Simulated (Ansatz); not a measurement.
`N[AsH][GaH2]` + H₂Te → `N[AsH][TeH]` + `[GaH3]` at 298.15 K and 1 bar (cleavage of the As–Ga bond).

Program: Ansatz. Geometries: PBE0-D4/def2-TZVP. ΔE: electronic, gas phase. CCSD(T)/CBS is the MP2 limit (def2-TZVPP, def2-QZVPP) plus CCSD(T) − MP2 in def2-TZVPP, frozen cores. def2 core potentials past Kr. For As, Ga, Te outer-core shells are correlated without core-valence functions, which leaves a few kJ/mol of doubt a bond. Scalar relativity is left out up to krypton. Each species was taken in one conformer, which may not be the lowest.

```csv
species,CCSD(T)/CBS energy (Eh),H − E (kJ/mol),S (J/(mol·K))
`N[AsH][GaH2]`,-4216.64372,144.0,340.6
H₂Te,-268.91024,41.3,228.4
`N[AsH][TeH]`,-2559.85306,127.0,334.6
`[GaH3]`,-1925.70545,59.6,218.4
```

H − E and S are ideal-gas, rigid-rotor, harmonic terms from PBE0-D4/def2-TZVP, for one conformer and one mirror image of each species. 1 Eh = 2625.50 kJ/mol, R = 8.31446 J/(mol·K).

Q: By hand: ΔE, ΔH, ΔS and ΔG.

A: ΔE = (-2559.85306) + (-1925.70545) − (-4216.64372) − (-268.91024) = -0.00455 Eh = -11.9 kJ/mol. Δ(H − E) = 127.0 + 59.6 − 144.0 − 41.3 = 1.3, so ΔH = -10.6 kJ/mol. ΔS = 334.6 + 218.4 − 340.6 − 228.4 = -16.0 J/(mol·K). ΔG = -10.6 − 298.15 × (-16.0)/1000 = -5.8 kJ/mol.

Q: By hand: the equilibrium constant, and the temperature at which ΔG would vanish if ΔH and ΔS stayed fixed.

A: log₁₀ K = −ΔG/(RT ln 10) = 1.0. ΔG = 0 at ΔH/ΔS = 662 K, though so small a ΔS makes that figure unsure.

TΔS isn't small against ΔH here. The sign of ΔG lies within the doubt. A doubt of 5 kJ/mol in ΔE shifts log₁₀ K by 0.9 here. Other conformers and mirror images would add mixing entropy, several J/(mol·K) or more a flexible species. These are equilibria of isolated gas molecules and say nothing of rates. Largest T1 diagnostic: 0.013 (customary marks: 0.02 for closed shells, 0.045 for open ones).
